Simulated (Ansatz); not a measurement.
Program: Ansatz. Geometries: PBE0-D4/def2-TZVP. ΔE: electronic, gas phase. CCSD(T)/CBS adds triple-zeta CCSD(T) − MP2 to the extrapolated MP2 energy (def2 sets, frozen cores). DFT in def2-TZVPP. B3LYP here is the variant with VWN-RPA as its local correlation; programs differ in this. For Se outer-core shells are correlated without core-valence functions, which leaves a few kJ/mol of doubt a bond. Scalar relativity is left out up to krypton. One conformer a species, not always the lowest.

Reaction (isomerisation): `O=CC([SiH3])[SeH]` → `C[SiH2][Se]C=O`

```tsv
level	ΔE (kJ/mol)
B3LYP-D4	-122.4
ωB97X-V	-113.4
ωB97M-V	-115.4
PBE0	-126.1
B3LYP	-127.7
MP2/def2-QZVPP	-117.6
MP2/CBS(def2)	-119.6
CCSD/CBS(def2)	-115.0
```

What does CCSD(T)/CBS give? (Estimate.)

The calculation gave: -116.5 kJ/mol. The listed levels differ from it by -5.9, 3.1, 1.1, -9.6, -11.2, -1.1, -3.1, 1.5 kJ/mol.

Largest T1 diagnostic among the species: 0.014.

The D4 term adds +5.3 kJ/mol with B3LYP and +2.7 kJ/mol with PBE0; it sums over pairs of atoms, weighted by their polarisabilities, and B3LYP, whose exchange is more repulsive, gets the larger term. From PBE to PBE0 (25 % exact exchange), in def2-TZVPP and without D4, ΔE moves by +5.7 kJ/mol.
